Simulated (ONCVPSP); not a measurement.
## Cr, ONCV: configuration errors across variants

ONCVPSP 4.0.1 input, shortened (lines: element, Z, core and valence counts, functional; n l f; lmax; l rc ep ncon nbas qcut; lloc lpopt rc5 dvloc0; l nproj debl; icmod fcfact rcfact), PBEsol, scalar-relativistic:

```
  Cr 24.00    5    2  -116133      upf
    1    0    2.00
    2    0    2.00
    2    1    6.00
    3    0    2.00
    3    1    6.00
    3    2    5.00
    4    1    1.00
    3
    0    4.05    0.27    3    7    1.80
    1    3.80    0.00    4    7    2.30
    2    1.10    0.00    4    8    9.90
    3    3.90    0.09    4    9    2.80
    4    3    1.10    3.00
    0    2    1.50
    1    2    3.50
    2    2    3.10
    3    2    2.00
    3    4.75    1.80
```

In the s channel the program set the typed energies aside and used -0.182, 1.318 Ha.

All-electron excitation energies from the reference (eV): (1) 3d5 4s1 4p0 -3.144; (2) 3d5 4p0 3.730; (3) 3d4 4p0 19.745; (4) 3d4 4s2 4p0 -3.237.

A true bound ghost makes a file unfit for plane-wave use even where its test errors are small: the radial tests pick states by their node count and pass the ghost by.

Errors AE − PS in meV (a dash: test not solved or not reliable):

| change | (1) | (2) | (3) | (4) | bound ghosts | GHOST(+) flags above zero |
| --- | --- | --- | --- | --- | --- | --- |
| base | -53 | -84 | -424 | +75 | none | s, p, f |
| d: ncon 5, nbas 9 | -53 | -84 | -427 | +73 | none | s, p, f |
| d: nproj 0; local potential the d channel | -53 | -84 | -433 | +64 | s, p | p, f |
| all radii but the core radius scaled by about 1.16 (s 4.70, p 4.42, d 1.28, f 4.52 bohr); local potential polynomial inside 1.28 bohr (lpopt 3, dvloc0 3 Ha) | -62 | -85 | -435 | +129 | s | s, f |
| d: qcut 9 | -53 | -84 | -424 | +78 | none | s, p, f |
| f: rc 5.58 | -53 | -84 | -424 | +75 | none | s, p |

Problem. Give the same row for: core correction Teter function, fcfact 4.25, rcfact 1.

Solution. -28, -2.9, -1.9, +136; bound ghosts: none; GHOST(+) flags above zero: s, p, f.
